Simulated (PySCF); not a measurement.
Compound: C₅H₁₀Se.
SMILES with atom numbers: `[CH3:1][C@@H:2]1[CH2:3][CH2:4][CH2:5][Se:6]1` (hydrogens: H7, H8, H9 on C1; H10 on C2; H11, H12 on C3; H13, H14 on C4; H15, H16 on C5)

Cartesian coordinates in Å at the PBE0-D3(BJ)/def2-SVP level; atoms count from 1:
```xyz
16
C5H10Se angstrom
C      2.1774    0.1101   -0.2252
C      0.7774    0.2059    0.3464
C     -0.1672   -0.9018   -0.1049
C     -1.5996   -0.4626    0.1586
C     -1.7980    0.8965   -0.4987
Se    -0.1308    1.8882   -0.1846
H      2.1557    0.1419   -1.3254
H      2.6522   -0.8354    0.0861
H      2.8191    0.9327    0.1240
H      0.8250    0.2199    1.4470
H      0.0762   -1.8456    0.4119
H     -0.0256   -1.0780   -1.1860
H     -2.3304   -1.1945   -0.2233
H     -1.7638   -0.3757    1.2457
H     -2.6409    1.4586   -0.0737
H     -1.9523    0.8021   -1.5836
```

Level of theory: TDDFT CAM-B3LYP/def2-SVPD, vertical, gas phase, core orbitals frozen in the response (PySCF). The CAM-B3LYP/def2-SVPD calculation is non-relativistic and has no spin–orbit coupling, an omission that weighs most on selenium.

Each state is given a Gaussian of 0.5 eV full width at half maximum, with ε(max) = 2.175×10⁸ f / Δν̃ (Δν̃ the width in cm⁻¹). The width is an assumption, not a result. The curve ends short of the highest state used, and states not computed would add to its high-energy end.

E (eV), ε (L mol⁻¹ cm⁻¹) and a bar:
```
     3.66          0 
     3.77          0 
     3.89          0 
     4.01          1 
     4.13          2 
     4.25          3 
     4.37          4 
     4.49          3 
     4.61          2 
     4.72          1 
     4.84          3 
     4.96         14 
     5.08         69 
     5.20        255 ##
     5.32        694 #####
     5.44       1416 ##########
     5.56       2211 ###############
     5.68       2730 ###################
     5.79       2827 ####################
     5.91       2681 ###################
     6.03       2496 #################
     6.15       2252 ################
     6.27       1798 ############
     6.39       1214 ########
     6.51        771 #####
     6.63        633 ####
     6.75        852 ######
     6.86       1465 ##########
     6.98       2702 ###################
     7.10       4320 ##############################
```

Question: Locate the maxima and give the states behind the curve.

Answer: 215 nm (5.77 eV), ε about 2800, made up of S2 (46%), S3 (44%) and S4 (10%) (ε in L mol⁻¹ cm⁻¹; maxima over ε = 5, shares over 10%). At its high-energy end, 7.10 eV, the curve is still rising (ε about 4300, from S6 and S8). The states used: S1 4.41 eV (f 0.0001); S2 5.62 eV (f 0.031); S3 5.83 eV (f 0.024); S4 6.17 eV (f 0.033); S5 6.66 eV (f 0.0053); S6 7.02 eV (f 0.013); S7 7.23 eV (f 0.0075); S8 7.27 eV (f 0.077); S9 7.52 eV (f 0.034); S10 7.70 eV (f 0.0061).

Question: On this curve, what absorbance would a 10⁻³ mol/L sample give at 248 nm over a 1 cm path?

Answer: 248 nm is 4.999 eV, where ε is about 24 L mol⁻¹ cm⁻¹, so A = ε c l ≈ 0.024 (Beer–Lambert, with the gas-phase spectrum and the assumed width).

Question: Coming from long wavelengths, where does ε first pass 100 L mol⁻¹ cm⁻¹?

Answer: At about 242 nm (5.11 eV), 0.71 eV above S1.

Question: Does any computed singlet lie in the visible range?

Answer: No computed singlet lies in the visible range (380 to 750 nm); the lowest, at 281 nm, stands 1.14 eV above its violet end (3.26 eV).

The vertical ionisation energy (ΔSCF) is 8.04 eV, 0.34 eV above S10.

One conformer stands for the species.
